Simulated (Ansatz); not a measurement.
Harmonic frequencies (cm⁻¹) at PBE0-D4/def2-TZVP from Ansatz: 127, 141, 197, 386, 645, 664, 667, 727, 765, 912, 929, 942, 983, 1820, 2238, 2246, 2248, 3297.

(1) Which molecule is it?
A. `S[SiH]1C=C1`
B. `[SiH3]C#CS`
C. `C1=CS[SiH2]1`
D. `[SiH3]C1=CS1`

Results:

(1) D.
